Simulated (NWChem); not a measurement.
Molecule: Si2H5F; SMILES F[SiH2][SiH3]

Computed with NWChem. Pople sets run with spherical d functions. Structure relaxed at the PBE-D3(BJ)/def2-SVP level. Level: M05-2X/6-31G* with SMD (1 M gas to 1 M solution), gas-phase geometry. Reactions with the solvent are ignored.

```
solvent             dielectric constant  solvation free energy (kcal/mol)  cavity-dispersion-structure term (kcal/mol)  dipole in solution (D)
------------------  -------------------  --------------------------------  -------------------------------------------  ----------------------
water                              78.4                               ___                                          ___                    1.76
n-hexane                           1.88                              -1.0                                         -0.3                    1.58
acetone                            20.5                              -1.5                                          0.1                    1.75
1-propanol                         20.5                              -1.6                                          0.1                    1.75
toluene                            2.37                              -1.1                                         -0.1                    1.61
dimethyl sulfoxide                 46.8                              -0.3                                          1.5                    1.76
acetonitrile                       35.7                              -1.2                                          0.5                    1.76
```

### Question
Some entries are withheld; supply them.

### Answer

- water, solvation free energy (kcal/mol): 1.8
- water, cavity-dispersion-structure term (kcal/mol): 3.6
